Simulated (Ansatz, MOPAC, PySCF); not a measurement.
Pair of molecules: HF (SMILES F) (first 2 atoms) with CH3Br (SMILES CBr); geometry from B3LYP-D3(BJ)/def2-TZVP, rigid monomers moved along the line of their centres of mass till H2···Br4 is 3.30 Å.
(charge 0, multiplicity 1):
```xyz
7

F     -0.03944    -0.14847     0.64158
H     -0.06252    -0.64869     1.43194
C     -0.29555     0.91273     4.77127
Br    -0.21733    -1.05096     4.70548
H     -1.23400     1.17876     5.24350
H     -0.24578     1.26592     3.74772
H      0.55514     1.24629     5.35397
```

Monomers are frozen at their geometry in the pair; levels with a basis set take the counterpoise correction. Rows marked so take none.

Correlated levels freeze the cores. Filled d and f shells under p-block atoms count as core. Rows in 3-21G, 6-31G* carry no dispersion term and start afresh at each structure (6-31G* with six Cartesian d functions); the Pople sets are all-electron and without relativity. The state reached by PM6, PM7 isn't checked; PM7 holds dispersion and hydrogen-bond terms.

Codes used: Ansatz (Gaussian orbitals); MOPAC for PM6, PM7 (differences of heats of formation); PySCF for 3-21G rows, 6-31G* rows, the dispersion terms. Values without a source in brackets are computed.

| level | interaction energy (meV) |
|---|---|
| PM6 | -43.8 |
| PM7 | -40.4 |
| HF/3-21G (no counterpoise) | -93.4 |
| r2SCAN/def2-TZVPPD | -94.2 |
| B3LYP/6-31G* | -80.3 |
| B3LYP-D4/def2-TZVPPD | -95.3 |
| wB97M-V/def2-TZVPPD | -94.6 |
| SCS-MP2/aug-cc-pVDZ | … |
| CCSD(T)/aug-cc-pVDZ | … |

Q: Complete the blanks.

A: 
- SCS-MP2/aug-cc-pVDZ, interaction energy (meV): -85.4
- CCSD(T)/aug-cc-pVDZ, interaction energy (meV): -90.6

Ansatz is a program for electronic structure.
